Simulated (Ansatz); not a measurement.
Start from `C[CH]([AlH2])CO` and change one atom or group to get `CC([SiH3])CO`.

Ansatz, PBE0-D4/def2-TZVP geometries, multiplicity 1. Each molecule was computed in one conformer, which needn't be the lowest.

```csv
property,`C[CH]([AlH2])CO`
HOMO energy (PBE/def2-TZVPP) / eV,-6.09
LUMO energy (PBE/def2-TZVPP) / eV,-2.20
size of the dipole moment (ωB97M-V/def2-TZVPP) / D,1.22
LUMO energy (ωB97M-V/def2-TZVPP) / eV,0.12
LUMO energy (PBE0/def2-TZVPP) / eV,-1.43
size of the dipole moment (B3LYP/def2-TZVPP) / D,1.20
```

Give the same properties after the change, and the shifts. (Best estimate.)

Computed: 
```csv
property,`CC([SiH3])CO`,shift
HOMO energy (PBE/def2-TZVPP) / eV,-6.26,-0.17
LUMO energy (PBE/def2-TZVPP) / eV,-0.15,2.05
size of the dipole moment (ωB97M-V/def2-TZVPP) / D,1.24,0.02
LUMO energy (ωB97M-V/def2-TZVPP) / eV,2.19,2.07
LUMO energy (PBE0/def2-TZVPP) / eV,0.68,2.11
size of the dipole moment (B3LYP/def2-TZVPP) / D,1.23,0.03
```

With PBE0 the HOMO falls by 0.47 eV and the LUMO rises by 2.11 eV, so the gap widens by about 2.58 eV. PBE moves the HOMO by -0.17 eV and ωB97M-V by -0.70 eV. Dipoles are sizes alone; their direction can turn.

B3LYP here is the variant with VWN-RPA as its local correlation; programs differ in this.
